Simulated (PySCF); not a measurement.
This PySCF input asks for the NMR shieldings of `N#C[SiH2][Si](SC)(N)[SiH2]C#N`, C$_{3}$H$_{9}$N$_{3}$SSi$_{3}$; the geometry comes from GFN2-xTB.

```python
import basis_set_exchange as bse
import numpy as np
from pyscf import gto, dft
from pyscf.prop import nmr

atoms = """
C     2.993621   -0.265228    0.493832
S     1.560077   -0.461710    1.588162
Si   -0.067067   -0.310207    0.144466
N     0.300267   -1.589122   -0.969999
Si    0.106328    1.604989   -1.194373
C    -0.809159    2.931720   -0.251377
N    -1.380171    3.716684    0.358254
Si   -2.017340   -0.549809    1.421130
C    -3.159894   -1.298329    0.146162
N    -3.790589   -1.760496   -0.693017
H     3.865569   -0.575843    1.060757
H     2.873495   -0.893183   -0.383119
H     3.092153    0.778632    0.209723
H     0.623501   -2.474515   -0.607594
H    -0.320620   -1.758086   -1.746045
H     1.427101    2.198697   -1.445511
H    -0.608184    1.498103   -2.470160
H    -2.645599    0.717036    1.794310
H    -2.053292   -1.500083    2.536939
"""
names = dict.fromkeys(["C", "S", "Si", "N", "H"], "pcSseg-1")
basis = {el: gto.basis.parse(bse.get_basis(n, elements=[el], fmt="nwchem")) for el, n in names.items()}
mol = gto.M(atom=atoms, basis=basis, charge=0, verbose=0)
mf = dft.RKS(mol, xc="PBE0")
mf.grids.level = 2
mf.grids.alignment = dft.numint.BLKSIZE   # the property module wants whole blocks of grid points
mf.conv_tol = 1e-9
mf.kernel()

calc = nmr.RKS(mf)   # GIAO
C = mf.mo_coeff
Co = C[:, mf.mo_occ > 0]
resp = mf.gen_response(singlet=True, hermi=2)
def vind(x):   # induced exchange potential for any number of trial vectors
    d = np.einsum("pi,xij,qj->xpq", C, 2 * x.reshape(-1, C.shape[1], Co.shape[1]), Co, optimize=True)
    return np.einsum("xpq,pi,qj->xij", resp(d - d.transpose(0, 2, 1)), C, Co, optimize=True).ravel()
mo1, _ = nmr.rhf.solve_mo1(calc, with_cphf=vind)
sigma = calc.kernel(mo1)
for i, s in enumerate(sigma):   # ppm
    w = np.linalg.eigvalsh((s + s.T) / 2)
    print("%2d %-2s iso %8.1f  s11 %8.1f  s22 %8.1f  s33 %8.1f" % (i, mol.atom_pure_symbol(i), w.mean(), *w))
```

Q: Give the expected output.

A: 
```
 0 C  iso    173.2  s11    159.3  s22    168.8  s33    191.6
 1 S  iso    649.8  s11    555.7  s22    605.2  s33    788.4
 2 Si iso    348.2  s11    302.7  s22    345.7  s33    396.3
 3 N  iso    244.9  s11    195.4  s22    245.7  s33    293.6
 4 Si iso    464.5  s11    447.7  s22    466.4  s33    479.3
 5 C  iso     64.6  s11    -49.0  s22    -45.5  s33    288.3
 6 N  iso   -103.3  s11   -304.2  s22   -302.9  s33    297.1
 7 Si iso    455.2  s11    437.6  s22    454.7  s33    473.4
 8 C  iso     63.6  s11    -50.0  s22    -46.9  s33    287.8
 9 N  iso   -103.8  s11   -303.2  s22   -301.7  s33    293.7
10 H  iso     29.6  s11     23.5  s22     26.5  s33     38.7
11 H  iso     29.0  s11     22.3  s22     29.3  s33     35.3
12 H  iso     29.4  s11     23.4  s22     27.9  s33     37.0
13 H  iso     31.4  s11     24.1  s22     28.1  s33     42.2
14 H  iso     30.9  s11     23.5  s22     27.0  s33     42.4
15 H  iso     27.2  s11     23.5  s22     26.2  s33     32.0
16 H  iso     27.4  s11     24.0  s22     25.6  s33     32.6
17 H  iso     27.2  s11     23.9  s22     25.6  s33     32.1
18 H  iso     27.5  s11     23.5  s22     26.1  s33     32.8
```

These numbers come from an equivalent density-fitted implementation of the same equations, which agrees with the script to about 0.01 ppm for H and up to a few tenths of a ppm for heavy atoms, so last digits may differ.

Q: Turn these shieldings into chemical shifts. Referencing at the same level of theory: ¹³C (186.93 ppm) and ²⁹Si (349.16 ppm) and ¹H (31.72 ppm) against TMS; ³³S (503.73 ppm) against CS2; ¹⁵N (267.73 ppm) vs NH3.

A: Averaging equivalent atoms: C 5/8: 122.8; C 0: 13.7; S 1: -146; Si 2: 0.9; Si 4/7: -110.7; N 6/9: 371.3; N 3: 22.8; H 15/17: 4.50; H 16/18: 4.28; H 10/11/12: 2.39; H 13/14: 0.52 ppm. Experimental scales use liquid or dissolved standards, which lie at an offset from isolated NH3 (liquid NH3: subtract about 20 ppm). Unscaled 15N shifts of sp2 nitrogen come out 20 to 40 ppm too high even then.

Size and cost of the density-fitted run: 243 basis functions, 61 s wall time on 1 thread of an Arm Neoverse V2, shared host; peak memory 1.1 GiB.
